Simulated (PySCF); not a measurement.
## Computed data sheet: `[O+]#CCC(F)(F)C(F)(F)F`

C4H2F5O (charge +1).
Structure used (GFN2-xTB), in Å, numbered top down from 1:
```xyz
12
C4H2F5O angstrom
O     -2.0799    1.6018    0.9226
C     -1.5805    0.6477    0.6479
C     -0.9943   -0.5646    0.2978
C      0.2462   -0.4399   -0.6835
F     -0.1575    0.1003   -1.8322
F      0.6976   -1.6625   -0.9276
C      1.3617    0.4550   -0.0240
F      1.8066   -0.1436    1.0725
F      2.3436    0.7230   -0.8363
F      0.7621    1.5965    0.3630
H     -1.7400   -1.1973   -0.2253
H     -0.6645   -1.1170    1.1990
```

Structural features include: CF3 group and C–F bond.

From GFN2-xTB geometry:

- Point group of the GFN2-xTB geometry: C1
- Rotational constants A, B, C of the GFN2-xTB geometry: 1.822, 1.195, 0.983 GHz

PBE0/def2-SVPD ground state and vertical TDDFT (core frozen in the response) (PySCF):

* HOMO energy: -15.74 eV
* LUMO energy: -8.66 eV
* HOMO–LUMO gap: 7.08 eV
* Lowest singlet excitation: 5.97 eV (208 nm, f = 0.039)
* Strongest line among the 8 lowest singlet transitions: S1 at 5.97 eV (208 nm, f = 0.039)
* Lowest triplet excitation (Tamm–Dancoff): 5.51 eV
* Static isotropic polarisability: 50.1 au
* Electronic spatial extent ⟨r²⟩ about the centre of nuclear charge: 1166 bohr²

PBE0/pcSseg-1 ground state and GIAO shieldings, non-relativistic (PySCF):

- Lowest Hirshfeld atomic charge: -0.06 e on F10
- Highest Hirshfeld atomic charge: +0.42 e on C2
- 13C chemical shifts (computed TMS as zero) by class: 157.0 (C2), 126.8 (C7), 124.1 (C4), 20.4 (C3) ppm
- 1H chemical shifts (computed TMS as zero) by class: 5.04 (H11/H12) ppm
- Isotropic shieldings of nuclei other than C and H, by class: -36 (O1), 264 (F8/F9/F10), 270 (F5/F6) ppm
- Mayer bond orders between heavy atoms: O1–C2 2.50, C2–C3 1.10, C3–C4 0.91, C4–F5 1.01, C4–F6 1.01, C4–C7 0.86, C7–F8 1.03, C7–F9 1.09, C7–F10 0.95

**B3LYP/pcJ-1 indirect spin-spin coupling, non-relativistic, gas phase; spin–dipole term left out for some pairs (PySCF)**

- Largest of the computed one-bond spin–spin couplings (means over like bonds): 19F–13C -369.3 (F8–C7 and 2 like it), 19F–13C -366.2 (F5–C4 and 1 like it), 13C–1H +154.5 (C3–H11 and 1 like it) Hz

Monoisotopic mass of the ion (most abundant isotopes, electron mass counted): 161.0020 u.

The 8 singlets span 5.97 to 7.96 eV, and their oscillator strengths add up to 0.11. With B = h/(8π²I), that is 505.379 GHz u Å² over I, the principal moments of inertia are 277.4, 422.9 and 514.0 u Å² (most abundant isotopes); the inertial defect Ic − Ia − Ib is -186.3 u Å² (zero for a rigid planar frame, negative otherwise). The principal polarisabilities are 42.4, 46.8 and 61.0 au; their mean is the isotropic value. The polarisability is 7.42 Å³ as a volume (1 au = 0.148185 Å³), or 0.64 au for each of the 78 electrons. S1 lies 1.11 eV below the HOMO–LUMO gap; its leading configuration is HOMO→LUMO, weight 0.79. The vertical singlet–triplet gap S1 − T1 is 0.46 eV (TDDFT singlet less Tamm–Dancoff triplet; S1: HOMO→LUMO, weight 0.79; T1: HOMO→LUMO, weight 0.95). The largest Löwdin shares of the HOMO are 0.16 on C4, 0.15 on F5, 0.15 on F6 and 0.13 on C7.

 NMR classes are plain means over equivalent atoms (diastereotopic ones count apart unless rotation or inversion swaps them), as if these changed places fast; in this geometry the members of some classes differ.

One conformer stands for the species.
